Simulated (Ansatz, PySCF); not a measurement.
This PySCF input computes a r2SCAN/def2-TZVPD energy:

```python
from pyscf import gto, scf, dft

mol = gto.M(
    atom='''
    Si    0.00464129   -0.01283827    0.02301479
    C     1.69457611    0.32126507   -0.73395547
    C    -0.97788287   -1.08804769   -1.15613694
    C    -0.84798403    1.62705421    0.33222432
    N     0.06741607   -0.84786217    1.54080530
    H     1.60704398    0.84839782   -1.68792334
    H     2.23555547   -0.61037211   -0.91791051
    H     2.30948705    0.93492088   -0.07081368
    H    -1.05126951   -0.62304759   -2.14206248
    H    -1.98977667   -1.25657494   -0.78302963
    H    -0.50352008   -2.06380088   -1.29077800
    H    -1.85896635    1.47757818    0.71577510
    H    -0.91557021    2.21329330   -0.58724058
    H    -0.29820086    2.22771229    1.06173847
    H     0.39273315   -0.37224727    2.36836327
    H     0.32333815   -1.82271828    1.57324583
    ''',
    basis='def2-tzvpd',
    charge=0,
    spin=0,
    verbose=4,
)

mf = dft.RKS(mol, xc='r2scan').density_fit(auxbasis='def2-universal-jkfit')
mf.grids.level = 4
mf.conv_tol = 1e-9
mf.max_cycle = 100
mf.max_memory = 1500
mf.kernel()
if not mf.converged:
    mf = mf.newton()
    mf.kernel(mf.make_rdm1())
mf.analyze()
```

### Question
Write an input for the same energy in Ansatz (a first-principles code) and say what it gives.

### Answer

Ansatz 0.2 input:
```yaml
crystal:
  periodic: [false, false, false]
  atoms:
    - {symbol: Si, position_ang: [0.00464129, -0.01283827, 0.02301479]}
    - {symbol: C, position_ang: [1.69457611, 0.32126507, -0.73395547]}
    - {symbol: C, position_ang: [-0.97788287, -1.08804769, -1.15613694]}
    - {symbol: C, position_ang: [-0.84798403, 1.62705421, 0.33222432]}
    - {symbol: N, position_ang: [0.06741607, -0.84786217, 1.54080530]}
    - {symbol: H, position_ang: [1.60704398, 0.84839782, -1.68792334]}
    - {symbol: H, position_ang: [2.23555547, -0.61037211, -0.91791051]}
    - {symbol: H, position_ang: [2.30948705, 0.93492088, -0.07081368]}
    - {symbol: H, position_ang: [-1.05126951, -0.62304759, -2.14206248]}
    - {symbol: H, position_ang: [-1.98977667, -1.25657494, -0.78302963]}
    - {symbol: H, position_ang: [-0.50352008, -2.06380088, -1.29077800]}
    - {symbol: H, position_ang: [-1.85896635, 1.47757818, 0.71577510]}
    - {symbol: H, position_ang: [-0.91557021, 2.21329330, -0.58724058]}
    - {symbol: H, position_ang: [-0.29820086, 2.22771229, 1.06173847]}
    - {symbol: H, position_ang: [0.39273315, -0.37224727, 2.36836327]}
    - {symbol: H, position_ang: [0.32333815, -1.82271828, 1.57324583]}
basis:
  gaussian:
    orbitals: def2-TZVPD
hamiltonian:
  xc: {name: r2SCAN}
output: {forces: true}
```
It gives -465.19850 Eh, and PySCF -465.19866 Eh, a difference of 0.16 mEh, from the treatment of integrals and grids.
